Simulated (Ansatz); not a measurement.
Mulliken charges of CH$_{4}$FMoNO$_{2}$ (`C[N]=[Mo](=[O])([OH])[F]`) from B3LYP/def2-TZVPP in Ansatz (PBE0-D4/def2-TZVP geometry).

```tsv
atom	x (Å)	y (Å)	z (Å)	charge (e)
C1	-1.219	-0.833	-0.948	-0.123
N2	-0.473	0.074	-0.149	-0.536
Mo3	0.740	0.388	1.026	1.580
O4	1.421	-1.089	1.428	-0.530
O5	2.035	1.506	0.253	-0.518
F6	-0.078	1.185	2.498	-0.425
H7	-0.868	-1.862	-0.816	0.115
H8	-2.279	-0.780	-0.679	0.114
H9	-1.127	-0.560	-2.004	0.106
H10	1.931	1.921	-0.606	0.216
```

Q: By hand: the dipole of these point charges (1 e Å = 4.8032 D).

A: Σ q r = (-0.263, 0.022, -0.647) e Å, of length 0.699 e Å = 3.36 D.

Q: How does the dipole of the full density compare? (Estimate.)

A: Ansatz gave: (-0.281, 0.102, -0.735) e Å, 3.81 D; the point charges give 0.88 times that, at 6° from its direction.

Point charges leave out the atoms' own dipoles, such as those of lone pairs, and Mulliken's split depends on the basis, so the close match here is no proof of good charges.

B3LYP here is the variant with VWN-RPA as its local correlation; programs differ in this.
